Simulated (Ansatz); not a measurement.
Cartesian coordinates in Å:
```
F -0.971 2.087 0.205
C -0.452 0.855 0.185
C 0.161 0.426 -0.903
C 0.816 -0.892 -1.111
F 2.096 -0.679 -1.517
F 0.186 -1.544 -2.125
C -0.722 0.202 1.510
F -0.473 -1.123 1.485
F 0.072 0.756 2.456
H 0.213 1.102 -1.751
H 0.837 -1.548 -0.243
H -1.764 0.359 1.807
```

Total charge 0; spin multiplicity 1.

Task: List the ωB97M-V/def2-TZVPP orbital energies in eV (the Gaussian-basis code of Ansatz). (An estimate is asked.)

Result: Ansatz gave: Occupied: -678.93, -678.89, -678.63, -678.09, -678.08, -286.92, -286.31, -285.06, -282.65, -38.84, -38.13, -38.06, -37.17, -36.45, -26.44, -24.23, -22.43, -20.62, -19.44, -19.11, -18.99, -18.57, -18.19, -17.69, -16.81, -16.08, -15.84, -15.59, -14.99, -14.88, -14.72, -14.45, -14.25, -13.11, -12.52, -10.99. Lowest empty: 1.06, 2.99, 3.50, 3.60, 4.22, 4.61, 5.16, 5.89.
